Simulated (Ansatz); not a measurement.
`B[Si](F)(F)[SiH3]` + H₂O → `O[Si](F)(F)[SiH3]` + BH₃  (formal hydrolysis of the Si–B bond)

Computed with Ansatz on PBE0-D4/def2-TZVP structures; ΔE is electronic, products minus reactants. CCSD(T)/CBS is the MP2 limit (def2-TZVPP, def2-QZVPP) plus CCSD(T) − MP2 in def2-TZVPP, frozen cores. This one scheme is used for every species. One conformer a species, not always the lowest.

```
            species  CCSD(T)/CBS(def2) energy (Eh)
`B[Si](F)(F)[SiH3]`                     -805.62947
                H₂O                      -76.37941
`O[Si](F)(F)[SiH3]`                     -855.51273
                BH₃                      -26.55200
```

Task: Work out ΔE.

Result: ΔE = (-855.51273) + (-26.55200) − (-805.62947) − (-76.37941) = -0.05585 Eh = -1.52 eV.

Largest T1 diagnostic among the species: 0.013.

At CCSD(T), def2-SVP lies +0.04 eV from the extrapolated value and def2-TZVPP −0.03 eV. From r2SCAN to r2SCAN0 (25 % exact exchange), in def2-TZVPP and without D4, ΔE moves by −0.04 eV. In def2-TZVPP, CCSD(T) changes the Hartree–Fock value by +0.21 eV (the triples alone add +0.02 eV) and MP2 by +0.13 eV.
